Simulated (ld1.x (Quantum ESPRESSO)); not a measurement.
The numbers below are computed, except where a source is named.
Pseudopotentials across the periodic table

Generated with ld1.x 7.5 (TM, RRKJ, ultrasoft, PAW), atompaw 4.2 or ONCVPSP 4.0.1. The cutoff is in Ry: for ld1.x and atompaw files where the sum of valence levels is converged to 10 mRy in a Bessel basis, for ONCV files where the hardest occupied wave has 1 mHa per electron of residual kinetic energy. The error is the largest all-electron minus pseudo excitation energy over each file’s own four to seven test configurations (ionisations up to +4, promotions, holes and added fractions of an electron), all of which were solved. The labels leave out finer settings (local radius, basis sizes, second energies), which also bear on the numbers. Spin-polarised tests are not counted. The rows are a selection from randomly drawn settings: files with unsolved tests, undetermined cutoffs or missed reference levels are left out.

A true bound ghost makes a file unfit for plane-wave use even where its test errors are small: the radial tests pick states by their node count and pass the ghost by.

| element | potential | cutoff (Ry) | largest error (meV) | bound ghosts |
| --- | --- | --- | --- | --- |
| F | TM, LDA (PZ), scalar-relativistic, rc 0.60/1.30/1.35 (spd), local s, core correction yes, reference 2s1.75 2p5.25 | 180 | +609 | none |
| In | TM, PBEsol, scalar-relativistic, rc 2.10/2.00/1.05 (spd), local smoothed, core correction no, reference 4d10 5s1.5 5p1.5 | 100 | -103 | s |
| Sb | TM, BLYP, scalar-relativistic, rc 1.75/1.75/1.90 (spd), local smoothed, core correction yes, reference 5s2 5p3 | 35 | -147 | d, s |
| Hf | TM, PBE, fully relativistic, rc 2.55/4.05/2.05 (spd), local smoothed, core correction yes, reference 5d3 6s1 6p0 | 25 | -243 | none |
| Hg | TM, LDA (PZ), scalar-relativistic, rc 2.30/2.45 (sp), local s, core correction yes, reference 6s0.5 6p0 | 8 | -474 | none |
| Bi | TM, LDA (PZ), fully relativistic, rc 1.60/2.70/1.90/2.00 (spdf), local s, core correction no, reference 5d10 6s1.75 6p3.25 | 55 | +6.6 | none |

(1) Fill in the row for Sr: PAW, PBE, scalar-relativistic, rc 2.50/2.45/3.05 (spd), local smoothed, core correction yes, reference 4s2 4p6 4d0 5s0.5 5p0.

## Answers

(1) cutoff 15 Ry, largest error -9.8 meV, bound ghosts: none.
